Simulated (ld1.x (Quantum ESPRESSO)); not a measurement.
**PBE TM dataset for silver (Ag), fully relativistic all-electron reference.**

* Element: Ag (Z = 47)
* Generator: ld1.x (Quantum ESPRESSO) 7.5
* Type: norm-conserving Troullier–Martins (Kleinman–Bylander form)
* Functional: PBE
* Relativity: fully relativistic
* Frozen core: [Kr]
* Valence charge: 11
* Reference configuration: 4d10 5s1 5p0
* Partial waves: 5s (bound): rc 1.00 bohr; 5p (bound, empty): rc 2.90 bohr; 4d (bound): rc 1.10 bohr
* Local potential: all-electron potential smoothed inside 1.25 bohr (lloc = -1)
* Core correction: a·sin(br)/r model core inside 1.00 bohr

Open shells are filled in proportion to 2j + 1 (rel_dist='average').

All-electron outer shells of the reference configuration (PBE, scalar-relativistic, ld1.x):

```tsv
shell	level (eV)	outermost node (bohr)	outermost maximum (bohr)
4s	-95.05	0.44	0.82
4p	-58.57	0.44	0.87
4d	-7.44	0.43	1.04
5s	-4.40	1.11	2.49
5p	-0.74	1.25	3.86
```

Does the generator finish with these settings?

No. ld1.x (Quantum ESPRESSO) 7.5 stopped with "run_pseudo: Errors in PS-KS equation": the pseudo-atom solver did not find the valence states with the expected number of nodes, which is the usual sign of a ghost state. The 5s radius of 1.00 bohr lies inside the outermost node of the all-electron wave at 1.11 bohr. Before that it printed "Warning: n=1, l=0 expected 0 nodes, found 1".
